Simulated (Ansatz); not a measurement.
The molecule NiF, multiplicity 2 (the spin of the measured ground state). No spin–orbit coupling. Ni is treated without relativity.

D_e counts from the fitted minimum to each atom's lowest state at the same level, without counterpoise.

Correlated levels freeze the inner cores; with def2 sets outer-core shells near the valence are correlated too.

Codes used: Ansatz (Gaussian basis) for Hartree–Fock, density functionals and correlated methods. Values without a source in brackets are computed.

```tsv
level	bond energy D_e (kcal/mol)
SVWN5/def2-TZVPP	…
B97M-V/def2-TZVPP	97.67
B3LYP/def2-TZVPP	97.52
PBE0/def2-TZVPP	96.21
CAM-B3LYP/def2-TZVPP	101.50
wB97X-V/def2-TZVPP	104.18
wB97M-V/def2-TZVPP	103.38
CCSD/def2-TZVPP	96.20
CCSD(T)/def2-TZVPP	98.46
```

**Question.** What belongs in the gaps?

**Answer.** 
- SVWN5/def2-TZVPP, bond energy D_e (kcal/mol): 128.36

Doubts at one or more of the structures used: a spin-contaminated determinant (B97M-V/def2-TZVPP).

Ansatz is a program for electronic structure.
